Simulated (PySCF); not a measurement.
The numbers are results of PySCF with B3LYP-D3(BJ)/def2-TZVP, not measurements. All species are isolated molecules in the gas phase. One relaxed conformer stands for a flexible species; it need not be the lowest. B3LYP has the VWN-RPA correlation part, as in Gaussian. Delta-SCF ions had no search for a lower state. 

Reference species (SMILES): `[CH3][In]([OH])[OH]` (O–In–O–H torsion 180°, O–In–O–H torsion -180°) (neutral, multiplicity 1).

```json
{
  "S1 oscillator strength": "0.000",
  "vertical ionisation energy (Delta-SCF)": "9.91 eV",
  "LUMO": "-1.44 eV"
}
```

After one change: the S1 oscillator strength hardly moves; the vertical ionisation energy (Delta-SCF) drops by 1.08 eV; the LUMO rises by 0.26 eV.

Question: Name the change that produced these shifts. The new species is one of these.
A) `[CH3][In]([CH3])[CH3]`
B) `[CH3][In]([CH3])[OH]` (C–In–O–H torsion 0°)
C) `[OH][In]([OH])[OH]`

Answer: A, `[CH3][In]([CH3])[CH3]`
